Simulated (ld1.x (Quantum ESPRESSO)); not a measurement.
# Tc (Z = 43), RRKJ: configuration errors across variants

* Element: Tc
* Generator: ld1.x (Quantum ESPRESSO) 7.5
* Type: norm-conserving RRKJ (Kleinman–Bylander form)
* Functional: LDA (PZ)
* Relativity: scalar-relativistic
* Frozen core: [Kr]
* Valence charge: 7
* Reference configuration: 4d6 5s1 5p0
* Partial waves: 5p (bound, empty): rc 4.15 bohr; 4d (bound): rc 1.65 bohr; 4f channel at 0.05 Ry: rc 4.35 bohr; 5s (bound): rc 2.95 bohr
* Local potential: the s channel
* Core correction: a·sin(br)/r model core inside 1.30 bohr

All-electron excitation energies from the reference (eV): (1) 4d5 5s2 5p0 0.865; (2) 4d5 5s1 5p0 9.297; (3) 4d5 5s0 5p0 24.500; (4) 4d4 5s2 5p1 7.468; (5) 4d4 5s0 5p0 53.427; (6) 4d4 5s2 5p0 12.666; (7) 4d5.5 5s1.5 5p0 0.269; (8) 4d6 5s1 5p0 spin -2.658; (9) 4d5 5s2 5p0 spin -2.629.

Spin tests fill each open shell by Hund’s rule, majority spin first.

Errors AE − PS in meV (a dash: test not solved or not reliable):

| change | (1) | (2) | (3) | (4) | (5) | (6) | (7) | (8) | (9) | bound ghosts |
| --- | --- | --- | --- | --- | --- | --- | --- | --- | --- | --- |
| base | -99 | -84 | -120 | -518 | -641 | -428 | -22 | +136 | +135 | none |
| core correction none | -70 | -57 | -49 | -356 | -322 | -278 | -16 | +1996 | +3910 | none |
| core correction a·sin(br)/r model core inside 0.86 bohr | -100 | -85 | -120 | -524 | -645 | -433 | -23 | +72 | +13 | none |
| core correction a·sin(br)/r model core inside 1.12 bohr | -100 | -85 | -120 | -522 | -644 | -432 | -23 | +88 | +44 | none |
| core correction a·sin(br)/r model core inside 1.44 bohr | -98 | -83 | -119 | -509 | -634 | -420 | -22 | +231 | +317 | none |
| core correction a·sin(br)/r model core inside 1.96 bohr | -85 | -75 | -114 | -442 | -572 | -358 | -19 | +929 | +1666 | none |

Problem. Give the same row for: core correction a·sin(br)/r model core inside 1.72 bohr.

Solution. -92, -80, -117, -478, -609, -391, -21, +555, +938; bound ghosts: none.
